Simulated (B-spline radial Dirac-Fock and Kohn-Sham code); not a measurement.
EELS cross sections of the Ir O1 (5s) edge

System: the free iridium atom, [Xe] 4f14 5d7 6s2. Level of theory: the first Born approximation with generalised oscillator strengths from a Dirac-Hartree-Slater potential (longitudinal and transverse terms; continuum final states only, so no white lines or fine structure); a radial B-spline solver. The edge is taken at 95.20 eV (tabulated value).

The run's input, task.json:

```json
{"items": [{
  "Z": 77,
  "q": 0,
  "cfg": [[1, 0, 2], [2, 0, 2], [2, 1, 6], [3, 0, 2], [3, 1, 6], [3, 2, 10], [4, 0, 2], [4, 1, 6], [4, 2, 10], [4, 3, 14], [5, 0, 2], [5, 1, 6], [5, 2, 7], [6, 0, 2]],
  "A": 193,
  "rrms": 5.4032,
  "do": "eels",
  "beams": [[60, 5], [60, 10], [60, 20], [60, 50], [80, 5], [80, 10], [100, 5], [120, 10], [200, 20], [200, 50], [200, 100], [300, 10], [300, 20], [300, 100]],
  "edges": {"O1": 95.2}
}]}
```

Command: `python xray2_run.py task.json out`

Partial cross sections σ(β, Δ) in barn, integrated over a window Δ above the edge and up to the collection semi-angle β, for parallel illumination:

```
E₀ (kV)  β (mrad)  Δ = 25 eV  Δ = 50 eV  Δ = 100 eV  Δ = 200 eV  Δ = 300 eV
     60         5          ?          ?           ?           ?           ?
     60        10       1090       1750        2600        3430        3790
     60        20       2490       3870        5260        6470        7020
     60        50       6570      11500       17000       20700       21800
     80         5        575        958        1480        1970        2170
     80        10       1030       1650        2420        3190        3530
    100         5        548        912        1410        1890        2100
    120        10       1000       1580        2270        2950        3260
    200        20       2420       4070        5730        6790        7180
    200        50       2920       5210        8140       11000       12300
    200       100       2920       5220        8140       11000       12400
    300        10       1180       1880        2570        3140        3410
    300        20       2230       3900        5800        7120        7530
    300       100       2360       4220        6590        8950       10000
```

Q: Give the row for 60 kV and 5 mrad.

A: 614 b for 25 eV, 1020 b for 50 eV, 1570 b for 100 eV, 2070 b for 200 eV, 2260 b for 300 eV.

Values without a named source are computed, but for edge energies of neutral atoms, which are taken from tables.
